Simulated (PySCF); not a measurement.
CH3Cl3Sn (SMILES [CH3][Sn]([Cl])([Cl])[Cl]), singlet, geometry from GFN2-xTB (such geometries of metal compounds can be far from the true shape) (all electrons, no relativity); PySCF with PBE/3-21G.

PySCF was given this input:
```python
from pyscf import gto, scf, dft

mol = gto.Mole()
mol.atom = '''
    C    -2.41212915   -0.34622344    0.10505406
    Sn   -0.21833744   -0.03133893    0.00950912
    Cl    0.79533054   -1.34150917   -1.62327159
    Cl    0.34073294    2.17314023   -0.47809076
    Cl    0.83990515   -0.54801165    2.01530413
    H    -2.58135026   -1.34002271    0.49965153
    H    -2.82167332    0.41302867    0.75911044
    H    -2.79879609   -0.25024899   -0.90155287
'''
mol.basis = '3-21g'
mol.verbose = 4
mol.build()

mf = dft.RKS(mol)
mf.xc = 'pbe'
mf.kernel()
```

Predict the main parts of the log of this PySCF run.


```
PySCF version 2.14.0

[INPUT] verbose = 4
[INPUT] num. atoms = 8
[INPUT] num. electrons = 110
[INPUT] charge = 0
[INPUT] spin (= nelec alpha-beta = 2S) = 0
[INPUT] symmetry False subgroup None
[INPUT] Mole.unit = angstrom
[INPUT] Symbol           X                Y                Z      unit          X                Y                Z       unit  Magmom
[INPUT]  1 C     -2.412129150000  -0.346223440000   0.105054060000 AA   -4.558263470580  -0.654267479505   0.198523401674 Bohr   0.0
[INPUT]  2 Sn    -0.218337440000  -0.031338930000   0.009509120000 AA   -0.412597964339  -0.059221994737   0.017969632486 Bohr   0.0
[INPUT]  3 Cl     0.795330540000  -1.341509170000  -1.623271590000 AA    1.502956899102  -2.535084924893  -3.067538730887 Bohr   0.0
[INPUT]  4 Cl     0.340732940000   2.173140230000  -0.478090760000 AA    0.643891938218   4.106639864974  -0.903460599085 Bohr   0.0
[INPUT]  5 Cl     0.839905150000  -0.548011650000   2.015304130000 AA    1.587190704112  -1.035591931571   3.808372863405 Bohr   0.0
[INPUT]  6 H     -2.581350260000  -1.340022710000   0.499651530000 AA   -4.878045022975  -2.532275922597   0.944204549420 Bohr   0.0
[INPUT]  7 H     -2.821673320000   0.413028670000   0.759110440000 AA   -5.332189787792   0.780511067893   1.434510829898 Bohr   0.0
[INPUT]  8 H     -2.798796090000  -0.250248990000  -0.901552870000 AA   -5.288958088604  -0.472902054049  -1.703688011116 Bohr   0.0

nuclear repulsion = 875.97312490133
number of shells = 45
number of NR pGTOs = 186
number of NR cGTOs = 85
basis = 3-21g
ecp = {}

******** <class 'pyscf.dft.rks.RKS'> ********
method = RKS
initial guess = minao
damping factor = 0
level_shift factor = 0
DIIS = <class 'pyscf.scf.diis.CDIIS'>
diis_start_cycle = 1
diis_space = 8
diis_damp = 0
SCF conv_tol = 1e-09
SCF conv_tol_grad = None
SCF max_cycles = 50
direct_scf = True
direct_scf_tol = 1e-13
XC library pyscf.dft.libxc version 7.1.2
    S. Lehtola, C. Steigemann, M. J. T. Oliveira, and M. A. L. Marques,  SoftwareX 7, 1–5 (2018)
XC functionals = pbe
    J. P. Perdew, K. Burke, and M. Ernzerhof,  Phys. Rev. Lett. 77, 3865 (1996)
    J. P. Perdew, K. Burke, and M. Ernzerhof,  Phys. Rev. Lett. 78, 1396 (1997)
    J. P. Perdew, K. Burke, and M. Ernzerhof,  Phys. Rev. Lett. 77, 3865 (1996)
    J. P. Perdew, K. Burke, and M. Ernzerhof,  Phys. Rev. Lett. 78, 1396 (1997)
radial grids:
    Treutler-Ahlrichs [JCP 102, 346 (1995); DOI:10.1063/1.469408] (M4) radial grids

becke partition: Becke, JCP 88, 2547 (1988); DOI:10.1063/1.454033
pruning grids: <function nwchem_prune>
grids dens level: 3
symmetrized grids: False
atomic radii adjust function: <function treutler_atomic_radii_adjust>
small_rho_cutoff = 0
Set gradient conv threshold to 3.16228e-05
Initial guess from minao.
tot grids = 122144
init E= -7397.98946804762
  HOMO = -0.3547205446432  LUMO = -0.151557104328853  gap/eV = 5.52836
cycle= 1 E= -7411.3527411599  delta_E= -13.4  |g|= 0.487  |ddm|= 2.83
  HOMO = -0.25392072274451  LUMO = -0.107952708133236  gap/eV = 3.97199
cycle= 2 E= -7411.24462208421  delta_E= 0.108  |g|= 0.754  |ddm|= 1.83
  HOMO = -0.287786608934635  LUMO = -0.112500646728086  gap/eV = 4.76977
cycle= 3 E= -7411.43446423176  delta_E= -0.19  |g|= 0.0224  |ddm|= 1.16
  HOMO = -0.292638803824675  LUMO = -0.119319562594976  gap/eV = 4.71626
cycle= 4 E= -7411.43459616653  delta_E= -0.000132  |g|= 0.0117  |ddm|= 0.0712
  HOMO = -0.291324383931254  LUMO = -0.117135969137685  gap/eV = 4.73991
cycle= 5 E= -7411.43466121573  delta_E= -6.5e-05  |g|= 0.00282  |ddm|= 0.0273
  HOMO = -0.291340694441994  LUMO = -0.117157286669511  gap/eV = 4.73977
cycle= 6 E= -7411.43466365769  delta_E= -2.44e-06  |g|= 0.000436  |ddm|= 0.00451
  HOMO = -0.291352323772164  LUMO = -0.1171740534819  gap/eV = 4.73963
cycle= 7 E= -7411.43466372071  delta_E= -6.3e-08  |g|= 2.9e-05  |ddm|= 0.000729
  HOMO = -0.291353176469942  LUMO = -0.11717293879619  gap/eV = 4.73969
cycle= 8 E= -7411.43466372104  delta_E= -3.31e-10  |g|= 2.56e-06  |ddm|= 6.29e-05
  HOMO = -0.29135320791697  LUMO = -0.117173011331815  gap/eV = 4.73968
Extra cycle  E= -7411.43466372107  delta_E= -2.18e-11  |g|= 3.96e-06  |ddm|= 1.3e-05
converged SCF energy = -7411.43466372107
```
